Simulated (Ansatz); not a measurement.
Abridged output of a molecular run in Ansatz:

```
Functional definition: HF
  name "HF"
  cite "Fock, Z. Phys. 61, 126 (1930) doi:10.1007/BF01340294"
  parent pbe
  exchange = exact_x
  correlation = 0
908 factors; integrals over basis functions are off by at most 1.0e-3 eV
mean field evaluation 1: about -17240.0107 eV, gradient 3.1e1 eV
mean field evaluation 2: about -17240.0496 eV, gradient 3.1e1 eV
mean field evaluation 4: about -17242.6413 eV, gradient 3.3e0 eV
mean field evaluation 8: about -17242.6988 eV, gradient 1.9e-1 eV
mean field evaluation 16: about -17242.6474 eV, gradient 5.6e-1 eV
mean field -17242.69920092 eV, -633.6575081125 hartree, gradient 5.9e-6 eV, S^2 0.000000; 0 other end points of the search recorded, 0 dependent functions left out
12 core orbitals not correlated: weight in the atoms' cores, before any rotation towards them, 1.000 or more for the frozen orbitals, at most 0.000 for the correlated occupied ones
reference -17242.69920092 eV, -633.6575081125 hartree; 11, 11 occupied and 71, 71 virtual orbitals, 908 factors
second order -11.85224714 eV of doubles, -0.00000000 eV of singles
cycle   1  -12.81313264 eV  change   -9.6e-1 eV  update   9.9e-2
cycle   2  -13.26623096 eV  change   -4.5e-1 eV  update   3.2e-2
cycle   3  -13.36218665 eV  change   -9.6e-2 eV  update   1.7e-2
cycle   4  -13.35572506 eV  change    6.5e-3 eV  update   5.2e-3
cycle   5  -13.35462960 eV  change    1.1e-3 eV  update   1.8e-3
cycle   6  -13.35454165 eV  change    8.8e-5 eV  update   6.3e-4
cycle   7  -13.35429007 eV  change    2.5e-4 eV  update   2.4e-4
cycle   8  -13.35426295 eV  change    2.7e-5 eV  update   8.8e-5
cycle   9  -13.35430328 eV  change   -4.0e-5 eV  update   3.9e-5
cycle  10  -13.35430006 eV  change    3.2e-6 eV  update   1.7e-5
perturbative correction -0.34391946 eV, -0.0126388069 hartree
Total energy: -17256.39742043 eV, -634.1609083946 hartree
```

Its atoms:

Z-matrix (Å, degrees):
```
Si
B 1 2.020
Al 1 2.453 2 107.9
H 1 1.495 2 109.0 3 -117.0
H 1 1.492 2 112.6 3 122.8
O 2 1.353 1 119.4 3 -93.8
H 2 1.206 1 121.3 3 83.0
H 3 1.590 1 121.7 2 108.6
H 3 1.591 1 120.0 2 -69.4
H 6 0.962 2 113.5 1 177.9
```

(1) Which basis set was used?
A. def2-SVP
B. def2-TZVPP
C. def2-QZVPP
D. cc-pV(Q+d)Z

(2) Write the keys of the input that set method, charge and spin (a neutral closed shell needs none for the last two).

## Answers

(1) A. It gives 94 functions.

(2) 
```yaml
correlation: {method: ccsd_t}
```
